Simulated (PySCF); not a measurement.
Molfile (atoms numbered from 1):
```
C5H11ClOSi2
     RDKit          3D

 20 19  0  0  0  0  0  0  0  0999 V2000
   -2.4370   -0.4840    0.3103 C   0  0  0  0  0  0  0  0  0  0  0  0
   -1.4495   -0.2105   -0.8250 C   0  0  0  0  0  0  0  0  0  0  0  0
   -0.1545    0.2892   -0.2493 C   0  0  0  0  0  0  0  0  0  0  0  0
   -0.1331    2.1269    0.2285 Si  0  0  0  0  0  4  0  0  0  0  0  0
    0.9043   -0.5203   -0.0777 C   0  0  0  0  0  0  0  0  0  0  0  0
    2.6298   -0.0092    0.5333 Si  0  0  0  0  0  4  0  0  0  0  0  0
    0.8354   -1.9255   -0.4084 C   0  0  0  0  0  0  0  0  0  0  0  0
    0.0621   -2.7723   -0.1047 O   0  0  0  0  0  0  0  0  0  0  0  0
    2.2748   -2.3908   -1.3974 Cl  0  0  0  0  0  0  0  0  0  0  0  0
   -3.3967   -0.7954   -0.0949 H   0  0  0  0  0  0  0  0  0  0  0  0
   -2.0550   -1.2785    0.9468 H   0  0  0  0  0  0  0  0  0  0  0  0
   -2.5838    0.4106    0.9130 H   0  0  0  0  0  0  0  0  0  0  0  0
   -1.8688    0.5468   -1.4920 H   0  0  0  0  0  0  0  0  0  0  0  0
   -1.3062   -1.1272   -1.3996 H   0  0  0  0  0  0  0  0  0  0  0  0
   -0.0759    2.2503    1.6864 H   0  0  0  0  0  0  0  0  0  0  0  0
    1.0105    2.7865   -0.4024 H   0  0  0  0  0  0  0  0  0  0  0  0
   -1.3765    2.7308   -0.2601 H   0  0  0  0  0  0  0  0  0  0  0  0
    3.4073    0.4590   -0.6122 H   0  0  0  0  0  0  0  0  0  0  0  0
    3.2663   -1.1449    1.1959 H   0  0  0  0  0  0  0  0  0  0  0  0
    2.4413    1.0689    1.5066 H   0  0  0  0  0  0  0  0  0  0  0  0
  1  2  1  0
  2  3  1  0
  3  4  1  0
  3  5  2  0
  5  6  1  0
  5  7  1  0
  7  8  2  0
  7  9  1  0
  1 10  1  0
  1 11  1  0
  1 12  1  0
  2 13  1  0
  2 14  1  0
  4 15  1  0
  4 16  1  0
  4 17  1  0
  6 18  1  0
  6 19  1  0
  6 20  1  0
M  END
```

- σ from GIAO-PBE0/pcSseg-1
- structure optimised with GFN2-xTB
- code: PySCF
- no solvent model, one averaged value for each set of equivalent atoms, no relativistic terms, single conformer

List the cross peaks expected in HSQC, COSY and HMBC spectra.

## Answers



HSQC (one-bond C–H):
```
                δH         δC
    2.58 (H13/H14)  39.9 (C2)
1.18 (H10/H11/H12)  17.1 (C1)
```

COSY cross peaks (H two or three bonds apart, from the bond graph; peaks can be absent where the dihedral angle is near 90°):
```
            δH                  δH
2.58 (H13/H14)  1.18 (H10/H11/H12)
```

HMBC (two and three bonds, from the bond graph):
```
                δH                                  δC
4.41 (H18/H19/H20)  177.1 (C7), 175.6 (C3), 148.9 (C5)
4.31 (H15/H16/H17)   175.6 (C3), 148.9 (C5), 39.9 (C2)
    2.58 (H13/H14)   175.6 (C3), 148.9 (C5), 17.1 (C1)
1.18 (H10/H11/H12)               175.6 (C3), 39.9 (C2)
```

Scale: 1H (σref 31.72), 13C (σref 186.93) vs TMS (reference shieldings calculated alike).

Short H···H contacts in this conformer between protons four or more bonds apart (candidates for NOE cross peaks, intensity ∝ r⁻⁶): H13···H17 2.56 Å, H15···H20 2.79 Å.

Carbons that carry Cl, above all several Cl atoms, come out too deshielded, partly because spin–orbit coupling is missing. Shifts are as computed. Against solution values, carbons near 30 ppm lie about +3 ppm off and those near 130 ppm about +5 ppm; carbons on Cl a further +6 ppm. Of 1211 compounds with measured shifts, 218 miss one by over three times the rms of a fit or turn the order of signals round; such compounds aren't used in these exercises.
